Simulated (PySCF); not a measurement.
**¹⁹F chemical shifts**

All values are calculated (PySCF 2.14.0 with density-fitted response routines): geometry from GFN2-xTB, GIAO PBE0/pcSseg-1 shieldings. Equivalent nuclei averaged, in vacuum, single conformer, non-relativistic Hamiltonian.

Shieldings were converted by a linear fit to measured shifts: ¹⁹F (scatter 6.0 ppm rms, 7.0 ppm with the 5 outliers that the fit left out vs CFCl3, solution or neat liquid, with a term for F on sp3 carbon). Occasional misses reach two or three times the rms, and more in compound classes unlike the fitted ones.

(1) Give the ¹⁹F shifts of `FC(F)=C(F)C[SiH3]`, `FC(F)[C@@]1(F)C[SiH2]1`.

(2) Match the shifts -66.9, -75.8, -98.6, -267.6 ppm to `C/C(=C\F)[SiH]1SCCCS1`, `C/C(F)=C(\C)[SiH]1SCCS1`, `FC(F)OC([SiH3])[SiH3]`, `CNC(C)(C)[SiH2]CF`.

Answers

(1) 
| compound | environment | δ (ppm) |
| --- | --- | --- |
| [F:1][C:2]([F:3])=[C:4]([F:5])[CH2:6][SiH3:7] | F3: vinylic fluorine | -106.1 |
| [F:1][C:2]([F:3])=[C:4]([F:5])[CH2:6][SiH3:7] | F1: vinylic fluorine | -122.4 |
| [F:1][C:2]([F:3])=[C:4]([F:5])[CH2:6][SiH3:7] | F5: vinylic fluorine | -174.7 |
| [F:1][CH:2]([F:3])[C@@:4]1([F:5])[CH2:6][SiH2:7]1 | F1: fluorine of a CF2 group | -103.4 |
| [F:1][CH:2]([F:3])[C@@:4]1([F:5])[CH2:6][SiH2:7]1 | F3: fluorine of a CF2 group | -125.6 |
| [F:1][CH:2]([F:3])[C@@:4]1([F:5])[CH2:6][SiH2:7]1 | F5: fluorine on an sp3 carbon | -202.4 |

(2) -66.9: C/C(F)=C(\C)[SiH]1SCCS1 (vinylic fluorine); -75.8: FC(F)OC([SiH3])[SiH3] (fluorine of a CF2 group); -98.6: C/C(=C\F)[SiH]1SCCCS1 (vinylic fluorine); -267.6: CNC(C)(C)[SiH2]CF (fluorine on an sp3 carbon).
